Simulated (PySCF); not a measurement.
H₃ClMgSi, singlet, at a GFN2-xTB geometry (such geometries of metal compounds can be far from the true shape); PBE0/cc-pVDZ run with PySCF.

Here is a job for PySCF.
```python
from pyscf import gto, scf, dft, solvent

mol = gto.Mole()
mol.atom = '''
    Mg    0.516596    0.057681   -0.510039
    Cl   -0.762043    1.761755   -0.902807
    Si    0.409492   -1.731941    1.188687
    H     0.398677   -3.120753    0.686264
    H    -0.858628   -1.565272    1.935819
    H     1.482640   -1.708810    2.204476
'''
mol.basis = 'cc-pvdz'
mol.charge = 0
mol.spin = 0
mol.verbose = 4
mol.build()

mf = dft.RKS(mol)
mf.xc = 'pbe0'
mf.kernel()
```

### Question
Predict the main parts of the log of this PySCF run.

### Answer

```
PySCF version 2.14.0

[INPUT] verbose = 4
[INPUT] num. atoms = 6
[INPUT] num. electrons = 46
[INPUT] charge = 0
[INPUT] spin (= nelec alpha-beta = 2S) = 0
[INPUT] symmetry False subgroup None
[INPUT] Mole.unit = angstrom
[INPUT] Symbol           X                Y                Z      unit          X                Y                Z       unit  Magmom
[INPUT]  1 Mg     0.516596000000   0.057681000000  -0.510039000000 AA    0.976224957046   0.109001292591  -0.963834022847 Bohr   0.0
[INPUT]  2 Cl    -0.762043000000   1.761755000000  -0.902807000000 AA   -1.440052565142   3.329234448583  -1.706057973340 Bohr   0.0
[INPUT]  3 Si     0.409492000000  -1.731941000000   1.188687000000 AA    0.773827730200  -3.272894153905   2.246292877831 Bohr   0.0
[INPUT]  4 H      0.398677000000  -3.120753000000   0.686264000000 AA    0.753390342163  -5.897368472415   1.296851009149 Bohr   0.0
[INPUT]  5 H     -0.858628000000  -1.565272000000   1.935819000000 AA   -1.622571762883  -2.957935390450   3.658167736729 Bohr   0.0
[INPUT]  6 H      1.482640000000  -1.708810000000   2.204476000000 AA    2.801783541325  -3.229182898918   4.165855888177 Bohr   0.0

nuclear repulsion = 142.468494854935
number of shells = 24
number of NR pGTOs = 144
number of NR cGTOs = 69
basis = cc-pvdz
ecp = {}

******** <class 'pyscf.dft.rks.RKS'> ********
method = RKS
initial guess = minao
damping factor = 0
level_shift factor = 0
DIIS = <class 'pyscf.scf.diis.CDIIS'>
diis_start_cycle = 1
diis_space = 8
diis_damp = 0
SCF conv_tol = 1e-09
SCF conv_tol_grad = None
SCF max_cycles = 50
direct_scf = True
direct_scf_tol = 1e-13
XC library pyscf.dft.libxc version 7.1.2
    S. Lehtola, C. Steigemann, M. J. T. Oliveira, and M. A. L. Marques,  SoftwareX 7, 1–5 (2018)
XC functionals = pbe0
    C. Adamo and V. Barone,  J. Chem. Phys. 110, 6158 (1999)
    M. Ernzerhof and G. E. Scuseria,  J. Chem. Phys. 110, 5029 (1999)
radial grids:
    Treutler-Ahlrichs [JCP 102, 346 (1995); DOI:10.1063/1.469408] (M4) radial grids

becke partition: Becke, JCP 88, 2547 (1988); DOI:10.1063/1.454033
pruning grids: <function nwchem_prune>
grids dens level: 3
symmetrized grids: False
atomic radii adjust function: <function treutler_atomic_radii_adjust>
small_rho_cutoff = 0
Set gradient conv threshold to 3.16228e-05
Initial guess from minao.
tot grids = 86064
init E= -951.185095109776
  HOMO = -0.279930209398009  LUMO = -0.087544398387984  gap/eV = 5.23508
cycle= 1 E= -951.210836392017  delta_E= -0.0257  |g|= 0.308  |ddm|= 1.79
  HOMO = -0.239995690600779  LUMO = -0.0903889056982097  gap/eV = 4.07101
cycle= 2 E= -951.204407579825  delta_E= 0.00643  |g|= 0.361  |ddm|= 0.801
  HOMO = -0.270917876556239  LUMO = -0.0783449219426191  gap/eV = 5.24018
cycle= 3 E= -951.248082748666  delta_E= -0.0437  |g|= 0.0163  |ddm|= 0.409
  HOMO = -0.273935272331699  LUMO = -0.0770766620245129  gap/eV = 5.35680
cycle= 4 E= -951.248187529861  delta_E= -0.000105  |g|= 0.00732  |ddm|= 0.0326
  HOMO = -0.272694401164566  LUMO = -0.0768197448288435  gap/eV = 5.33002
cycle= 5 E= -951.248211273757  delta_E= -2.37e-05  |g|= 0.000965  |ddm|= 0.0102
  HOMO = -0.272817654756314  LUMO = -0.0768350057254228  gap/eV = 5.33296
cycle= 6 E= -951.248211632496  delta_E= -3.59e-07  |g|= 0.000269  |ddm|= 0.00149
  HOMO = -0.272761034133104  LUMO = -0.0768179430148748  gap/eV = 5.33188
cycle= 7 E= -951.248211663991  delta_E= -3.15e-08  |g|= 3.9e-05  |ddm|= 0.000354
  HOMO = -0.272766125888127  LUMO = -0.0768175875491699  gap/eV = 5.33203
cycle= 8 E= -951.248211664618  delta_E= -6.27e-10  |g|= 6.54e-06  |ddm|= 5.41e-05
  HOMO = -0.272767053406395  LUMO = -0.0768189556533403  gap/eV = 5.33202
Extra cycle  E= -951.248211664626  delta_E= -7.73e-12  |g|= 5.57e-06  |ddm|= 1.66e-05
converged SCF energy = -951.248211664626
```
